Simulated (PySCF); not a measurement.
# Broadened absorption spectrum of C5H13AsP2

C5H13AsP2.
Cartesian coordinates in Å at the PBE0-D3(BJ)/def2-SVP level; atoms count from 1:
```
atom  x, y, z in Å
C1    -1.0611    2.5655   -1.3673
C2    -1.1243    1.2354   -1.2474
P3    -0.6985    0.3752    0.3070
C4    -1.9045   -1.0452    0.1731
P5    -1.5445   -2.3748    1.4306
As6    1.2319   -0.7099   -0.4984
C7     2.2398    0.9592   -0.7703
C8     1.9971   -1.1451    1.2638
H9    -1.2947    3.0653   -2.3128
H10   -0.7723    3.2022   -0.5243
H11   -1.4278    0.6283   -2.1120
H12   -2.9170   -0.6298    0.2949
H13   -1.8407   -1.5100   -0.8252
H14   -2.8001   -3.0522    1.3495
H15   -1.9188   -1.6307    2.5919
H16    3.3036    0.7047   -0.8901
H17    2.1268    1.6458    0.0822
H18    1.8896    1.4572   -1.6846
H19    3.0563   -1.4109    1.1256
H20    1.9195   -0.2955    1.9575
H21    1.4665   -2.0114    1.6831
```

Level of theory: PySCF, TDDFT CAM-B3LYP/def2-SVPD, vertical, gas phase, core orbitals frozen in the response. The CAM-B3LYP/def2-SVPD calculation is non-relativistic and has no spin–orbit coupling, an omission that weighs most on arsenic.

Computed states:

| state | E (eV) | f |
| --- | --- | --- |
| S1 | 4.70 | 0.076 |
| S2 | 5.36 | 0.152 |
| S3 | 5.62 | 0.077 |
| S4 | 6.11 | 0.032 |
| S5 | 6.33 | 0.020 |
| S6 | 6.33 | 0.035 |
| S7 | 6.39 | 0.020 |
| S8 | 6.51 | 0.170 |
| S9 | 6.66 | 0.116 |
| S10 | 6.69 | 0.150 |

Broadening: Gaussians 0.25 eV wide at half height, area fixed by f = 4.319×10⁻⁹ ∫ε dν̃. The width is an assumption, not a result. The curve ends short of the highest state used, and states not computed would add to its high-energy end.

**Question.** What does the envelope look like, and where are its maxima?

**Answer.** 
E (eV), ε (L mol⁻¹ cm⁻¹) and a bar:
```
     4.32         16 
     4.35         42 
     4.38        100 
     4.42        285 
     4.45        570 #
     4.48       1051 ##
     4.51       1790 ###
     4.55       3216 ######
     4.58       4545 ########
     4.61       5931 ###########
     4.64       7146 #############
     4.67       7948 ##############
     4.71       8091 ##############
     4.74       7470 #############
     4.77       6367 ###########
     4.80       5011 #########
     4.84       3216 ######
     4.87       2101 ####
     4.90       1268 ##
     4.93        709 #
     4.97        303 #
     5.00        180 
     5.03        177 
     5.06        303 #
     5.09        612 #
     5.13       1482 ###
     5.16       2644 #####
     5.19       4359 ########
     5.22       6637 ############
     5.26      10277 ##################
     5.29      13014 #######################
     5.32      15251 ###########################
     5.35      16579 ##############################
     5.38      16792 ##############################
     5.42      15536 ############################
     5.45      13939 #########################
     5.48      12317 ######################
     5.51      11043 ####################
     5.55      10079 ##################
     5.58       9718 #################
     5.61       9356 #################
     5.64       8738 ################
     5.68       7347 #############
     5.71       5971 ###########
     5.74       4514 ########
     5.77       3172 ######
     5.80       2088 ####
     5.84       1150 ##
     5.87        822 #
     5.90        778 #
     5.93        978 ##
     5.97       1550 ###
     6.00       2136 ####
     6.03       2779 #####
     6.06       3400 ######
     6.09       3946 #######
```

Maxima: 264 nm (4.70 eV), ε about 8200, made up of S1 (100%); 231 nm (5.37 eV), ε about 17000, made up of S2 (97%) (ε in L mol⁻¹ cm⁻¹; maxima over ε = 5, shares over 10%). At its high-energy end, 6.09 eV, the curve is still rising (ε about 3900, from S4).

**Question.** On this curve, what absorbance would a 10⁻⁵ mol/L sample give at 266 nm over a 1 cm path?

**Answer.** 266 nm is 4.661 eV, where ε is about 7800 L mol⁻¹ cm⁻¹, so A = ε c l ≈ 0.078 (Beer–Lambert, with the gas-phase spectrum and the assumed width).

**Question.** Coming from long wavelengths, where does ε first pass 100 L mol⁻¹ cm⁻¹?

**Answer.** At about 283 nm (4.38 eV), 0.31 eV below S1.

**Question.** What would ε be at 5.37 eV, the highest of these maxima, with half the width (0.125 eV)?

**Answer.** About 32500 L mol⁻¹ cm⁻¹ against 16800, a factor of about 1.9; a lone state at its own centre would give exactly 2.

The vertical ionisation energy (ΔSCF) is 7.81 eV, 1.12 eV above S10.

Hardware: one thread of an AMD EPYC 7R13, no GPU, on a shared host. Cost: 2.9 min wall, 1.6 GiB resident at most.

One conformer stands for the species.
